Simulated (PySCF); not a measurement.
C2H10N2Si, SMILES CN(C)[SiH2]N, GFN2-xTB optimised geometry. Atoms within 1.6 Å of the plane z = 0.0 Å (x, y, z in Å): Si1 (-0.99, -0.22, 0.00), N2 (-1.43, 1.45, 0.00), N3 (0.72, -0.22, 0.00), C4 (1.46, -1.41, -0.31), C5 (1.48, 0.68, 0.84), H6 (-1.67, -0.76, 1.19), H7 (-1.35, -1.01, -1.19), H8 (-2.41, 1.67, 0.08), H9 (-1.01, 2.04, -0.70), H10 (2.41, -1.15, -0.80), H11 (0.89, -2.04, -0.98), H12 (1.70, -2.00, 0.59), H13 (2.39, 0.99, 0.32), H15 (0.87, 1.55, 1.06).

Computed with PySCF with B3LYP/def2-TZVP. Cells within 0.4 Å of a nucleus heavier than hydrogen are left out (blank, or x).

Map of the HOMO−1 amplitude (bohr^(-3/2)) on the plane z = 0.0 Å; orbital energy -7.17 eV, overall sign arbitrary:

```
|3333333333333333333333333333333|
|3333333333333333333333333333333|
|3333333333333333333333333333333|
|3333333333333333333333333333333|
|3333333333444333333333333333333|
|3333333334444443333333333333333|
|3333333344444444333333333333333|
|3333333344555444333333333333333|
|3333333345676544433333333333333|
|3333333234x97644433333333333333|
|333333222xxx7544333333333333333|
|3333332210xx5544333333333333333|
|3333332210124443333333333333333|
|3333332221123333333333333333333|
|3333333222223333333333333333333|
|33333333222xx3332xx443333333333|
|33333333333xx3332xx433333333333|
|333333333334x3333x3333333333333|
|3333333333444433333333333333333|
|33333333334444333333x3333333333|
|33333333334444333333x3333333333|
|3333333333444433333333333333333|
|3333333333333333333333333333333|
|3333333333333333333333333333333|
|3333333333333333333333333333333|
|3333333333333333333333333333333|
|3333333333333333333333333333333|
|3333333333333333333333333333333|
|3333333333333333333333333333333|
|3333333333333333333333333333333|
|3333333333333333333333333333333|
```
Scale: ten equal steps from -0.143 (start of '0') to 0.245 (end of '9'), in the order '0123456789'; x runs from -4.50 to 4.50, y from -4.50 (bottom) to 4.50 (top).
